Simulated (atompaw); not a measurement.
## Pseudopotential generation for Yb: PAW (atompaw), PBEsol, scalar-relativistic.

Yb (Z = 70), PAW, made with atompaw 4.2.0.5 (PBEsol, scalar-relativistic). Core [Kr] 4d10 5s2, reference 4f14 5p6 5d0 6s1 6p0 (charge +1). Waves: 6s (bound): rc 2.85 bohr; 6s channel at 4.15 Ry: rc 2.85 bohr; 5p (bound): rc 2.10 bohr; 6p (bound, empty): rc 2.85 bohr; 5d (bound, empty): rc 2.75 bohr; 5d channel at 0.1 Ry: rc 2.85 bohr; 4f (bound): rc 1.05 bohr; 4f channel at 0.1 Ry: rc 1.05 bohr. Local part: troulliermartins scheme with l = 4 at 0 Ry, radius 1.95 bohr. Core correction: smooth core density matched at 1.45 bohr. Augmentation charge: sinc compensation charge, radius 2.50 bohr; PAW radius 2.85 bohr; waves and projectors: custom polynom2 7 10 vanderbiltortho.

All-electron outer shells of the reference configuration (PBEsol, scalar-relativistic, ld1.x):

```json
{"shell": "4d", "level (eV)": "-184.52", "outermost node (bohr)": "0.24", "outermost maximum (bohr)": "0.49"}
{"shell": "5s", "level (eV)": "-61.79", "outermost node (bohr)": "0.58", "outermost maximum (bohr)": "1.07"}
{"shell": "5p", "level (eV)": "-34.27", "outermost node (bohr)": "0.62", "outermost maximum (bohr)": "1.24"}
{"shell": "4f", "level (eV)": "-9.80", "outermost node (bohr)": "–", "outermost maximum (bohr)": "0.49"}
{"shell": "6s", "level (eV)": "-9.26", "outermost node (bohr)": "1.46", "outermost maximum (bohr)": "3.05"}
{"shell": "5d", "level (eV)": "-6.47", "outermost node (bohr)": "0.70", "outermost maximum (bohr)": "1.94"}
{"shell": "6p", "level (eV)": "-5.48", "outermost node (bohr)": "1.78", "outermost maximum (bohr)": "4.01"}
```

Problem. Does the generator finish with these settings?

Solution. Yes, a potential is produced.

Problem. Does the potential have ghost states?

Solution. Ghost state, extra bound levels that the all-electron valence spectrum of the same l lacks: s at -36.5 eV (other channels not judged). A true bound ghost makes a file unfit for plane-wave use. The logarithmic derivative shows an extra or strongly shifted pseudo pole above the reference energy (p near 1.40 Ry).

Problem. Is the overlap operator S = 1 + Σ q|β⟩⟨β| positive definite (Bessel basis up to 400 Ry)?

Solution. Yes: its lowest eigenvalue is 0.48 (p channel).
